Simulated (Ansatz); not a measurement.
Single points on the cluster GeI2.

```yaml
crystal:
  periodic: [false, false, false]
  atoms:
    - {symbol: Ge, position_ang: [0.000677, 0.000523, -0.000363]}
    - {symbol: I, position_ang: [-1.646609, 0.668838, -2.105841]}
    - {symbol: I, position_ang: [1.645932, -0.669361, 2.106204]}
basis:
  gaussian: {orbitals: def2-TZVP, initial_orbitals: start.molden}
magnetization: {spin_polarized: true, initial_magnetization: 4}
hamiltonian: {xc: pbe0, dispersion: d4}
scf: {omitted_lower_state_checks: [starts]}
output: {orbitals: {seedname: orbitals}}
```

The file start.molden holds the orbitals of an earlier run on this structure, at another level or in another basis.

```sh
$ ansatz run in.yaml --threads 4 --pin off --events-out ev --progress --plain --max-ram 3916MiB
```

Shortened log:

```
Functional definition: PBE0
1279 factors; integrals over basis functions are off by at most 9.1e-4 eV
mean field evaluation 1: about -72710.2376 eV, gradient 7.4e1 eV
mean field evaluation 2: about -72710.8287 eV, gradient 1.4e0 eV
mean field evaluation 4: about -72710.8846 eV, gradient 1.8e-1 eV
mean field evaluation 8: about -72710.8850 eV, gradient 1.3e-5 eV
mean field evaluation 16: about -72710.8850 eV, gradient 2.3e-6 eV
mean field -72710.88502965 eV, -2672.0757396317 hartree, gradient 2.3e-6 eV, S^2 6.008800; 0 other end points of the search recorded, 0 dependent functions left out
reference -72710.88505337 eV, -2672.0757405034 hartree; 43, 39 occupied and 105, 109 virtual orbitals, 1279 factors
Total energy: -72710.98171547 eV, -2672.0792927698 hartree
Checks for a lower state left out: starts
```

Run time 16 s (4 threads of Arm Neoverse V2 on a shared host), peak host memory 0.78 GiB.

First input, but with `hamiltonian: {xc: r2scan, dispersion: d4}` (abridged; 21 s):

```
Functional definition: r2SCAN
mean field -72723.63248391 eV, -2672.5441999353 hartree, gradient 4.4e-6 eV, S^2 6.010791
Total energy: -72723.65506292 eV, -2672.5450296986 hartree
Checks for a lower state left out: starts
```

First input, but with `correlation: {method: mp2}` and without the key `hamiltonian` (abridged; 7 s):

```
Functional definition: HF
mean field evaluation 16: about -72617.0096 eV, gradient 1.6e-2 eV
mean field -72617.00966994 eV, -2668.6258837931 hartree, gradient 2.6e-6 eV, S^2 6.053773
17 core orbitals not correlated: weight in the atoms' cores, before any rotation towards them, 1.000 or more for the frozen orbitals, at most 0.000 for the correlated occupied ones
second order -31.37591909 eV of doubles, -0.00000000 eV of singles
Total energy: -72648.38558903 eV, -2669.7789275524 hartree
Checks for a lower state left out: starts
```

First input, but with `hamiltonian: {xc: {name: wB97X-V}}` (abridged; 50 s):

```
Functional definition: wB97X-V
mean field evaluation 16: about -72710.7812 eV, gradient 6.4e-5 eV
mean field -72710.78124669 eV, -2672.0719256781 hartree, gradient 1.0e-5 eV, S^2 6.018447
Total energy: -72710.78124576 eV, -2672.0719256441 hartree
Checks for a lower state left out: starts
```

Geometry: B3LYP-D4/def2-TZVP.

In the def2 sets I takes a core potential; there is no spin–orbit coupling. Correlated methods freeze 17 core orbitals; core or outer-core shells of Ge, I are correlated, in sets that lack core-valence functions. At r2SCAN-D4/def2-TZVP the gap within one spin of the charge 0 quintet nearly closes, so an electron or hole may be smeared out by delocalisation error. At PBE0-D4/def2-TZVP a singlet of charge 0 lies 5.33 eV below the quintet, each at its own geometry. The structure comes from a short search, and lower isomers may exist.
